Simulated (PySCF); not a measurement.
C₂H₅Ga.
Z-matrix (Å and degrees, PBE0-D3(BJ)/def2-SVP geometry), rows numbered from 1:
```
C 
C   1  1.3420
Ga  2  1.9510  1  121.01
H   1  1.0972  2  121.83  3    -0.05
H   1  1.0979  2  122.60  3   179.91
H   2  1.0979  1  117.54  3  -179.93
H   3  1.5716  2  121.76  1  -179.88
H   3  1.5738  2  117.11  1     0.08
```

Theory: MP2 and CCSD/aug-cc-pVDZ in PySCF, restricted Hartree–Fock reference, 11 core orbitals frozen, non-relativistic, gas phase, PBE0-D3(BJ)/def2-SVP geometry.

E(HF) = -2001.82517 Eh.

How large is the problem?

127 basis functions and 48 electrons; 11 orbitals frozen, which leaves o = 13 correlated occupied and v = 103 virtual orbitals. That is o·v = 1339 singles and o·v(o·v + 1)/2 = 897130 distinct closed-shell doubles amplitudes before symmetry; the costliest CCSD step grows as o²v⁴ = 1.9 × 10^10.

What are the MP2 and CCSD correlation energies?

MP2 -0.3760 Eh and CCSD -0.4166 Eh, which gives totals of -2002.20116 and -2002.24174 Eh. That is 0.436 eV for each correlated electron at CCSD (1094 kJ/mol in all, 0.021 % of the total energy); MP2 gives 90.3 % of the CCSD value.

What is the T1 diagnostic?

0.0097, below the customary warning level of 0.02. It is the norm of the spatial-orbital singles amplitudes over the root of the number of correlated electrons, so the norm is 0.049.

How does correlation change the dipole moment?

HF gives 0.77 D and CCSD (unrelaxed density) 0.73 D, a change of -0.04 D.

No triples correction and no basis-set extrapolation were made.
